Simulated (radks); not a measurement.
Species: Ta XXIII. Configuration: [Kr] 4d10 4f5.

All-electron calculation, non-relativistic Kohn-Sham, LDA (Slater exchange, Perdew-Wang correlation), spin-unpolarised, spherical densities, point nucleus; relativity is left out, which matters for an element this heavy. Program: a radial shooting solver on a logarithmic mesh with Libxc functionals.

Energy parts (hartree):
total: -14598.0034
kinetic: 14593.5915
electron-nucleus: -33534.8045
Hartree: 4610.0570
exchange-correlation: -266.8474

Orbitals (lengths in bohr, moments of r in powers of bohr; <r^-3> diverges for s and p1/2; r(max) is where P^2 peaks):
| orbital | occ. | eigenvalue (hartree) | <1/r> | r(max) | <r^-3> |
|---|---|---|---|---|---|
| 1s | 2 | -2298.762 | 72.41 | 0.01378 | - |
| 2s | 2 | -396.3327 | 16.97 | 0.07510 | - |
| 2p | 6 | -380.7154 | 17.00 | 0.05829 | 13580 |
| 3s | 2 | -108.2350 | 6.525 | 0.2065 | - |
| 3p | 6 | -101.0304 | 6.477 | 0.1946 | 2902 |
| 3d | 10 | -87.55634 | 6.393 | 0.1536 | 509.3 |
| 4s | 2 | -38.53204 | 2.945 | 0.4559 | - |
| 4p | 6 | -35.48135 | 2.871 | 0.4550 | 741.7 |
| 4d | 10 | -29.92438 | 2.724 | 0.4461 | 118.5 |
| 4f | 5 | -22.70622 | 2.480 | 0.3905 | 27.27 |
| 5s | 0 | -18.99597 | 1.531 | 0.8951 | - |
| 5p | 0 | -17.71553 | 1.482 | 0.9178 | 242.7 |

The highest occupied level is 4f at -617.87 eV. Summed over all electrons, <r^2> = 6.954 bohr^2, which gives a Langevin (diamagnetic) susceptibility term of -5.51 x 10^-6 cm^3/mol. For comparison, the ionisation energy in NIST's Atomic Spectra Database is 660 eV (theoretical). In exact Kohn-Sham theory the highest level is minus the ionisation energy, but local and semilocal functionals leave it too shallow, through self-interaction and a potential that decays too fast; potentials with the right tail come closer. The electron density at the nucleus is 2.778e+05 e/bohr^3.

Beside tabulated values, note that spin-unpolarised runs miss the spin-polarisation part of the exchange energy of open shells.
